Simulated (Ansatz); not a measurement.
C2H5GaO, SMILES `[GaH2][CH]1CO1`, one more setting.

```yaml
crystal:
  periodic: [false, false, false]
  atoms:
    - {symbol: Ga, position_ang: [-0.751464, 1.159614, -0.900983]}
    - {symbol: C, position_ang: [0.494567, -0.254276, -0.331172]}
    - {symbol: C, position_ang: [0.406912, -0.800461, 1.037073]}
    - {symbol: O, position_ang: [-0.102112, -1.535490, -0.041705]}
    - {symbol: H, position_ang: [-0.278840, 2.318777, -1.847937]}
    - {symbol: H, position_ang: [-2.216625, 1.083163, -0.347285]}
    - {symbol: H, position_ang: [1.475051, -0.352036, -0.797613]}
    - {symbol: H, position_ang: [-0.334691, -0.414563, 1.734608]}
    - {symbol: H, position_ang: [1.307192, -1.204719, 1.495013]}
basis:
  gaussian: {orbitals: def2-TZVP, fitting: {mean_field: cc-pVTZ-jkfit}}
magnetization: {spin_polarized: true, initial_magnetization: 0}
hamiltonian: {xc: {name: B2PLYP}, pseudopotentials: {relativity: none}}
accuracy: high
```

```sh
$ ansatz run in.yaml --threads 2 --pin off --events-out ev --progress --plain --max-ram 4352MiB
```

Shortened log:

```
Functional definition: B2PLYP
594 factors; integrals over basis functions are off by at most 6.7e-1 eV
mean field evaluation 1: about -56556.2280 eV, gradient 2.9e1 eV
mean field evaluation 2: about -56556.2274 eV, gradient 2.9e1 eV
mean field evaluation 4: about -56559.5569 eV, gradient 4.0e0 eV
mean field evaluation 8: about -56559.6094 eV, gradient 1.3e-1 eV
mean field evaluation 16: about -56559.6095 eV, gradient 6.1e-6 eV
mean field -56559.60947822 eV, -2078.5273108443 hartree, gradient 8.6e-8 eV, S^2 0.000000; 0 other end points of the search recorded, 0 dependent functions left out
12 core orbitals not correlated: weight in the atoms' cores, before any rotation towards them, 1.000 or more for the frozen orbitals, at most 0.000 for the correlated occupied ones
reference -56559.60950527 eV, -2078.5273118386 hartree; 16, 16 occupied and 143, 143 virtual orbitals, 594 factors
second order -26.14298160 eV of doubles, -0.00000000 eV of singles
Total energy: -56566.66811031 eV, -2078.7867107890 hartree
```

Run time 9 s (2 threads of an Arm Neoverse V2 on a shared host); peak host memory 0.44 GiB.
